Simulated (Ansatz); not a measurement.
Reaction (cleavage of the Ge–Al bond): `[Cl][Al]([Cl])[GeH3]` + H₂Se → `[GeH3][SeH]` + `[Cl][AlH][Cl]`

Isolated molecules relaxed with PBE0-D4/def2-TZVP in Ansatz; ΔE leaves out vibrations. CCSD(T)/CBS adds triple-zeta CCSD(T) − MP2 to the extrapolated MP2 energy (def2 sets, frozen cores). This one scheme is used for every species. DFT in def2-TZVPP. For Ge, Se outer-core shells are correlated without core-valence functions, which leaves a few kJ/mol of doubt a bond. Scalar relativity is left out up to krypton.

| level | ΔE (kcal/mol) |
| --- | --- |
| r2SCAN0 | -5.5 |
| HF/CBS(def2) | -9.0 |

What does CCSD(T)/CBS give? (Best estimate.)

Ansatz gave: -5.0 kcal/mol. The listed levels differ from it by -0.5, -4.0 kcal/mol.

Largest T1 diagnostic among the species: 0.011.

In def2-TZVPP, CCSD(T) changes the Hartree–Fock value by +3.9 kcal/mol (the triples alone add +0.3 kcal/mol) and MP2 by +2.3 kcal/mol. Leaving LDA and LC-ωPBE aside and taking each functional with its dispersion term where it has one, the values, not all of them listed here, spread over 3.5 kcal/mol, from B97M-V to PBE-D4. LDA lies +1.2 kcal/mol from PBE without D4. From PBE to PBE0 (25 % exact exchange), in def2-TZVPP and without D4, ΔE moves by −1.0 kcal/mol.
